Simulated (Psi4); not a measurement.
Calculation: SAPT0/jun-cc-pVDZ, frozen core (Psi4).

Psi4 input:

```
molecule {
0 1
O 1.23853982 0.24462496 0.00000000
S 0.00030107 -0.48772022 0.00000000
O -1.23884089 0.24309525 -0.00000000
--
0 1
Se -3.90232170 0.12505348 0.21114341
H -5.31554415 0.52710281 0.26849204
H -3.47265834 1.52808310 0.11613016
units angstrom
symmetry c1
no_reorient
no_com
}
set basis jun-cc-pvdz
set scf_type df
set freeze_core true
energy('sapt0')
```

Part of the output:

```
    SAPT Results
  --------------------------------------------------------------------------------------------------------
    Electrostatics                -11.27944838 [mEh]      -7.07796071 [kcal/mol]     -29.61418763 [kJ/mol]
      Elst10,r                    -11.27944838 [mEh]      -7.07796071 [kcal/mol]     -29.61418763 [kJ/mol]

    Exchange                       21.07674281 [mEh]      13.22585579 [kcal/mol]      55.33698062 [kJ/mol]
      Exch10                       21.07674281 [mEh]      13.22585579 [kcal/mol]      55.33698062 [kJ/mol]
      Exch10(S^2)                  20.85063466 [mEh]      13.08397079 [kcal/mol]      54.74333376 [kJ/mol]

    Induction                      -3.08126135 [mEh]      -1.93352069 [kcal/mol]      -8.08985057 [kJ/mol]
      Ind20,r                     -12.05338964 [mEh]      -7.56361619 [kcal/mol]     -31.64617015 [kJ/mol]
      Exch-Ind20,r                 10.61798996 [mEh]       6.66288929 [kcal/mol]      27.87752879 [kJ/mol]
      delta HF,r (2)               -1.64586167 [mEh]      -1.03279379 [kcal/mol]      -4.32120922 [kJ/mol]

    Dispersion                     -5.04948901 [mEh]      -3.16860219 [kcal/mol]     -13.25743157 [kJ/mol]
      Disp20                       -6.24677774 [mEh]      -3.91991221 [kcal/mol]     -16.40091270 [kJ/mol]
      Exch-Disp20                   1.19728873 [mEh]       0.75131002 [kcal/mol]       3.14348113 [kJ/mol]
      Disp20 (SS)                  -3.12338887 [mEh]      -1.95995611 [kcal/mol]      -8.20045635 [kJ/mol]
      Disp20 (OS)                  -3.12338887 [mEh]      -1.95995611 [kcal/mol]      -8.20045635 [kJ/mol]
      Exch-Disp20 (SS)              0.56574516 [mEh]       0.35501045 [kcal/mol]       1.48536371 [kJ/mol]
      Exch-Disp20 (OS)              0.63154357 [mEh]       0.39629957 [kcal/mol]       1.65811742 [kJ/mol]

  Total HF                          6.71603308 [mEh]       4.21437438 [kcal/mol]      17.63294242 [kJ/mol]
  Total SAPT0                       1.66654407 [mEh]       1.04577219 [kcal/mol]       4.37551085 [kJ/mol]
```
